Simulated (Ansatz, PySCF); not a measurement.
Complex: PH3 (SMILES P) (first 4 atoms) with HI (SMILES I); geometry from B3LYP-D3(BJ)/def2-TZVP, rigid monomers moved along the line of their centres of mass till P1···H6 is 3.61 Å.
(charge 0, multiplicity 1):
```xyz
6

P     -0.496    -0.553     0.414
H     -1.848    -0.670     0.010
H     -0.162     0.400    -0.579
H     -0.054    -1.666    -0.342
I      0.808     0.101     5.450
H      0.407    -0.103     3.883
```

Counterpoise-corrected where a basis set is named; no monomer relaxation. Rows marked so take none.

Rows in 3-21G, STO-3G carry no dispersion term and start afresh at each structure; the Pople sets are all-electron and without relativity.

Programs: Ansatz (a program for electronic structure) with Gaussian orbitals; PySCF for 3-21G rows, STO-3G rows, the dispersion terms. Each number belongs to the level named beside it. In def2 rows elements past Kr take small-core potentials, without spin–orbit coupling.

One of these levels gives -1.37 kcal/mol for the interaction energy. Name it.
(A) HF/STO-3G (no counterpoise)
(B) PBE-D4/def2-TZVPPD
(C) HF/3-21G (no counterpoise)

B, PBE-D4/def2-TZVPPD. The others give -0.56 (HF/STO-3G (no counterpoise)), -1.01 (HF/3-21G (no counterpoise))
